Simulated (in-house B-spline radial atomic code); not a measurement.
Ionising Eu XLII (Eu41+) with different functionals

Computed with an all-electron radial atomic-structure program (B-spline basis): scalar-relativistic (spin-free X2C) Hamiltonian, Fermi nucleus of rms radius 5.1115 fm, spin-polarised at highest spin, spherical fractional occupations for the functionals. The ionisation energy is the difference of two self-consistent energies, [Ar] 3d4 → [Ar] 3d3, without Breit or QED terms; ε is the level of the shell that loses the electron (its least bound occupied spin orbital). There is no spin-orbit coupling in this Hamiltonian.

Hybrids are left out here: with spherical fractional occupations of an open shell their exact exchange keeps a self-interaction that integer-occupation calculations don't have.

| method | rung | ΔSCF (eV) | -ε(3d) (eV) |
| --- | --- | --- | --- |
| LDA VWN5 | LDA | ? | ? |
| RPBE | GGA | ? | ? |
| AM05 | GGA | 3158.1 | 3103.5 |
| revTPSS | meta-GGA | 3158.0 | 3103.6 |

What does RPBE give?

ΔSCF 3158.5 eV, and -ε(3d) = 3104.0 eV.

What does LDA VWN5 give?

ΔSCF 3158.1 eV, and -ε(3d) = 3103.5 eV.

How do they compare with the NIST value?

NIST lists 3168 eV ± 4 (tabulated theory, ground level to ground level). Errors run from -10.0 to -9.5 eV. The correlated functionals all miss on the same side by more than they spread, so the cause is common to them (spin-orbit coupling, Breit-QED terms, multiplet and fine-structure energies, or a listed next ion that isn't the cheapest removal here) and closeness doesn't rank the functionals.
